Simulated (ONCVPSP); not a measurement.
# Reading a pseudo-wave (titanium (Ti))

Columns: radius, all-electron u(r) and pseudo u(r) of the 3p shell (level -35.61 eV) of titanium in the configuration [Ne] 3s2 3p6 3d3 4s1; PBEsol, scalar-relativistic, ONCV scheme, ONCVPSP 4.0.1.

| r (bohr) | all-electron | pseudo |
| --- | --- | --- |
| 0.085 | -0.3353 | 0.0234 |
| 0.170 | -0.5228 | 0.0912 |
| 0.255 | -0.3970 | 0.1977 |
| 0.340 | -0.1105 | 0.3330 |
| 0.425 | 0.2102 | 0.4843 |
| 0.510 | 0.4962 | 0.6364 |
| 0.595 | 0.7202 | 0.7747 |
| 0.680 | 0.8772 | 0.8871 |
| 0.765 | 0.9724 | 0.9656 |
| 0.850 | 1.0172 | 1.0080 |
| 0.935 | 1.0226 | 1.0164 |
| 1.020 | 0.9995 | 0.9966 |
| 1.105 | 0.9568 | 0.9559 |
| 1.190 | 0.9015 | 0.9014 |
| 1.275 | 0.8391 | 0.8390 |
| 1.360 | 0.7734 | 0.7734 |
| 1.445 | 0.7074 | 0.7073 |
| 1.530 | 0.6429 | 0.6429 |
| 1.615 | 0.5813 | 0.5813 |
| 1.700 | 0.5233 | 0.5233 |
| 1.785 | 0.4694 | 0.4694 |
| 1.870 | 0.4198 | 0.4198 |
| 1.955 | 0.3745 | 0.3745 |
| 2.040 | 0.3334 | 0.3334 |
| 2.125 | 0.2962 | 0.2962 |
| 2.210 | 0.2628 | 0.2628 |

**Question.** How many radial nodes do the two functions have?

**Answer.** The all-electron 3p function has n − l − 1 = 1; the pseudo-wave has 0, since the states of the same l below it are removed with the core.

**Question.** At about which radius was the pseudo-wave matched?

**Answer.** 1.40 bohr. The columns agree to 0.0005 from 1.19 bohr on; several derivatives are matched, so the curves merge somewhat inside the radius.

**Question.** Is the pseudo-wave norm-conserving?

**Answer.** Yes: the ONCV scheme keeps the norm inside the radius equal to the all-electron one, which fixes the energy derivative of the logarithmic derivative at the level.
